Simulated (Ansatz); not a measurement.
Program: Ansatz. Geometries: PBE0-D4/def2-TZVP. ΔE: electronic, gas phase. CBS: MP2 limit from def2 TZ/QZ plus the TZ coupled-cluster correction, frozen cores. This one scheme is used for every species. DFT in def2-TZVPP. One conformer a species, not always the lowest.

Consider the formal exchange of groups at the Si–O bond: `OC(O)O[SiH3]` + `C#CS` → `[SiH3]C#CS` + `OC(O)O`.

CCSD(T)/CBS gives +44.2 kJ/mol.

Q: Another level gave +52.5 kJ/mol. Which?
A. HF/def2-TZVPP
B. B2PLYP/def2-TZVPP
C. PBE-D4/def2-TZVPP
D. r2SCAN-D4/def2-TZVPP

A: A. HF/def2-TZVPP 52.5, PBE-D4 30.9, r2SCAN-D4 38.5, B2PLYP 42.6 kJ/mol.

Largest T1 diagnostic among the species: 0.013.

The D4 term adds +3.0 kJ/mol with B3LYP and +1.6 kJ/mol with PBE0; it sums over pairs of atoms, weighted by their polarisabilities, and B3LYP, whose exchange is more repulsive, gets the larger term. In def2-TZVPP, CCSD(T) changes the Hartree–Fock value by −9.0 kJ/mol (the triples alone add −2.0 kJ/mol) and MP2 by −10.2 kJ/mol. From PBE to PBE0 (25 % exact exchange), in def2-TZVPP and without D4, ΔE moves by +4.1 kJ/mol.

B3LYP here is the variant with VWN-RPA as its local correlation; programs differ in this.
